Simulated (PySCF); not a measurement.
V²⁺: excitation energy

V²⁺ [Ar] 3d3 (4F) → V²⁺ [Ar] 3d2 4s1, s spin flipped, as a difference of total energies. All numbers are calculated (PySCF 2.14, no relativity, point nucleus, in aug-cc-pVDZ (7s6p4d2f, 59 functions)). Correlated levels: valence: [Ar] frozen. The calculations carry no spin-orbit coupling.

| method | excitation energy (eV) |
| --- | --- |
| UHF | 6.159 |
| LDA | 6.765 |
| PBE | 6.786 |
| PBE0 | 6.796 |
| r2SCAN | 7.205 |
| MN15 | 7.274 |
| HSE06 | 6.750 |
| TPSSh | 6.820 |
| BP86 | 6.777 |
| MP2 (valence) | 6.273 |
| SCS-MP2 (valence) | 6.052 |

Q: How much does correlation contribute at MP2 (valence)?

A: 6.273 − (6.159) = 0.114 eV, measured against UHF.

The upper determinant mixes two multiplicities, so it lies between the two terms.
